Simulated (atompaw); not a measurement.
**Reading a pseudo-wave (Cr)**

Columns: radius, all-electron u(r) and pseudo u(r) of the 4p shell (level -5.86 eV) of chromium in the configuration [Ar] 3d5 4s0 4p0; PBEsol, scalar-relativistic, PAW (atompaw) scheme, atompaw 4.2.0.5.

| r (bohr) | all-electron | pseudo |
| --- | --- | --- |
| 0.113 | 0.1153 | 0.0017 |
| 0.227 | 0.0944 | 0.0067 |
| 0.340 | -0.0193 | 0.0150 |
| 0.454 | -0.1289 | 0.0266 |
| 0.567 | -0.1963 | 0.0411 |
| 0.681 | -0.2194 | 0.0587 |
| 0.794 | -0.2067 | 0.0788 |
| 0.908 | -0.1693 | 0.1016 |
| 1.021 | -0.1173 | 0.1264 |
| 1.135 | -0.0568 | 0.1533 |
| 1.248 | 0.0061 | 0.1815 |
| 1.362 | 0.0694 | 0.2113 |
| 1.475 | 0.1300 | 0.2415 |
| 1.588 | 0.1871 | 0.2723 |
| 1.702 | 0.2406 | 0.3033 |
| 1.815 | 0.2889 | 0.3336 |
| 1.929 | 0.3330 | 0.3634 |
| 2.042 | 0.3719 | 0.3916 |
| 2.156 | 0.4065 | 0.4184 |
| 2.269 | 0.4364 | 0.4430 |
| 2.383 | 0.4622 | 0.4655 |
| 2.496 | 0.4837 | 0.4852 |
| 2.610 | 0.5017 | 0.5021 |
| 2.723 | 0.5159 | 0.5160 |
| 2.837 | 0.5270 | 0.5270 |
| 2.950 | 0.5349 | 0.5349 |

(1) How many radial nodes do the two functions have?

(2) Is the pseudo-wave norm-conserving?

## Answers

(1) The all-electron 4p function has n − l − 1 = 2; the pseudo-wave has 0, since the states of the same l below it are removed with the core.

(2) No, it belongs to a PAW set: the norm inside the radius is not constrained, and the difference is carried by the augmentation charge.
